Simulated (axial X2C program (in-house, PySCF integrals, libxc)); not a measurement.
**Nuclear properties of MoC⁺**

Computed with an in-house all-electron X2C program for linear molecules (integrals from PySCF): two-component X2C with atomic mean-field Coulomb and Gaunt terms, Gaussian nuclei, basis Mo dyall-cv3z, C dyall-v3z with contracted cores.

R = 1.679 Å (near the PBE0 minimum at charge 1 of the determinant lowest at the starting distance; the state shown can have its own minimum elsewhere).

Input and command:
```json
{"zs": [42, 6], "q": 1, "bas": ["dyall-cv3z", "dyall-v3z"], "r0": 1.88, "levels": ["PBE0", "HF", "PBE", "LDA", "BP86"], "nst": 3}
```
```bash
python soeom.py task.json out
```

Keys: zs atomic numbers; q charge; bas basis sets; r0 starting distance in Å; levels methods; nst determinants followed.

Determinant lowest in the PBE0 search, Ω = 3/2 (⟨Sz⟩ = -0.50, ⟨Lz⟩ = 2.00 at PBE0), spin on the atoms Mo -0.71, C 0.21:

| level | Eeff magnitude (GV/cm) | Ws magnitude Mo (kHz) | A∥/gI Mo (MHz) | qzz Mo (a.u.) | A∥/gI C (MHz) | qzz C (a.u.) |
| --- | --- | --- | --- | --- | --- | --- |
| PBE0 | 0.175 | 0.0788 | 692 | -3.88 | 27 | -0.29 |
| HF | 1.5 | 0.336 | 494 | -3.61 | 109 | -0.15 |
| PBE | 0.21 | 0.0747 | 643 | -4.25 | 26 | -0.27 |
| LDA | 0.114 | 0.042 | 596 | -4.43 | 24.1 | -0.27 |
| BP86 | 0.237 | 0.0834 | 627 | -4.28 | 28 | -0.28 |

Determinant 0.11 eV from it at PBE0 and this distance, Ω = 3/2 (⟨Sz⟩ = 1.50, ⟨Lz⟩ = 0.00 at PBE0), spin on the atoms Mo 1.35, C 0.15:

| level | Eeff magnitude (GV/cm) | Ws magnitude Mo (kHz) | A∥/gI Mo (MHz) | qzz Mo (a.u.) | A∥/gI C (MHz) | qzz C (a.u.) |
| --- | --- | --- | --- | --- | --- | --- |
| PBE0 | 0.865 | 0.231 | -532 | 0.55 | 79.5 | 0.35 |
| HF | 1.49 | 0.415 | -929 | 1.13 | 52.3 | 0.43 |
| PBE | 0.506 | 0.121 | -445 | 0.29 | 86.9 | 0.38 |
| LDA | 0.353 | 0.0752 | -359 | 0.13 | 87.2 | 0.39 |
| BP86 | 0.511 | 0.124 | -422 | 0.28 | 86.7 | 0.38 |

Eeff is the effective electric field on the electron electric dipole moment in this Ω state and Ws the scalar–pseudoscalar constant of the nucleus named (defined with the proton number Z and per Ω); A∥ (defined per Ω) follows by multiplying with gI = μI/(I μN); qzz is the electric field gradient, eQq0 = 234.96 MHz × Q/barn × qzz. The operators were transformed with the bare-nucleus X2C matrices; with these basis sets, hyperfine constants and field gradients can be off by tens of per cent, and where levels differ in sign neither size nor sign is settled.

With gI(95Mo) = -0.3657, Q(95Mo) = -0.022 barn (g factors from the IAEA table of nuclear moments by Stone; Q from Pyykkö, Mol. Phys. 2018), turn the PBE0 values of the first state into constants in MHz.

A∥(95Mo) = 692 × -0.3657 = -253 MHz; eQq0(95Mo) = 234.96 × (-0.022) × (-3.88) = 20.1 MHz.

Each state is one determinant with collinear spin, which with several unpaired electrons need not be a pure state. Unrestricted Hartree–Fock can overshoot spin polarisation at the nuclei. In the state Ω = 3/2 the sign of Eeff differs between levels (HF against PBE0). With several open shells hyperfine constants can be off by a factor of several. Where Eeff spreads by more than a factor of two the levels disagree and none is to be relied on. At HF a later determinant lies lower. States lie within half an eV, so the first need not be the ground state. The sign of Ws at Mo differs between levels in the first state. Further determinants of the search, some of them spin-mixed, are not shown. Where a field gradient or hyperfine factor spreads by more than a factor of two over the levels, a constant derived from it is not to be relied on. PBE0 term energies can be off by some tenths of an eV.
